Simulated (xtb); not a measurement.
C₆H₆O, SMILES C#C[C@H]1C=COC1. All values are semi-empirical tight-binding results from xtb (GFN2-xTB unless named), good for trends rather than for accurate numbers. The structure is a stationary point at GFN2-xTB. The structure was generated by enumeration; whether it is a known compound was not checked. One conformer was computed; it need not be the lowest.

Optimised geometry:

Bonded distances (Å): C1–C2 1.196, C1–H8 1.049, C2–C3 1.452, C3–C4 1.513, C3–C7 1.550, C3–H9 1.097, C4–C5 1.324, C4–H10 1.070, C5–O6 1.358, C5–H11 1.075, O6–C7 1.427, C7–H12 1.095, C7–H13 1.094. Bond angles (°): C2–C1–H8 179.4, C1–C2–C3 178.6, C2–C3–C4 111.8, C2–C3–C7 112.5, C2–C3–H9 108.4, C4–C3–C7 100.9, C4–C3–H9 111.5, C7–C3–H9 111.6, C3–C4–C5 108.8, C3–C4–H10 123.3, C5–C4–H10 127.9, C4–C5–O6 115.3, C4–C5–H11 129.9, O6–C5–H11 114.8, C5–O6–C7 107.7, C3–C7–O6 107.4, C3–C7–H12 111.7, C3–C7–H13 112.2, O6–C7–H12 108.4, O6–C7–H13 108.2, H12–C7–H13 108.8.

Computed properties:
- orbital gap: 4.75 eV
- dipole moment: 1.01 D
- zero-point energy: 62.1 kcal/mol
- G − E(el) at 298.15 K (modified RRHO): 43.0 kcal/mol
- static polarisability (D4 model): 68.6 bohr³
- solvation energy, GFN2-xTB/ALPB(water): -1.5 kcal/mol
- solvation energy, GFN2-xTB/ALPB(chcl3): -6.2 kcal/mol

Computed IR lines (harmonic; lines under 4 % of the strongest left out, lines within 3 cm⁻¹ merged):
ν (cm⁻¹): 373 (w), 508 (w), 633 (w), 665 (m), 710 (w), 755 (w), 969 (s), 995 (w), 1048 (m), 1069 (w), 1104 (w), 1127 (s), 1201 (m), 1231 (m), 1270 (w), 1321 (m), 1678 (vs), 2289 (w), 2896 (m), 2929 (s), 2952 (m), 3137 (m), 3187 (m), 3396 (w) (against the strongest line: vs over 80 %, s over 45 %, m over 15 %, w over 4 %, vw less)

Computed atomic charges and the Wiberg bond orders between heavy atoms:
charges (e) C1 -0.11, C2 -0.03, C3 0.00, C4 -0.08, C5 0.10, O6 -0.27, C7 0.08, H8 0.08, H9 0.05, H10 0.04, H11 0.05, H12 0.05, H13 0.04. Bond orders C1–C2 2.89, C2–C3 1.03, C3–C4 0.98, C4–C5 1.83, C5–O6 1.08, C3–C7 0.97, O6–C7 0.97.
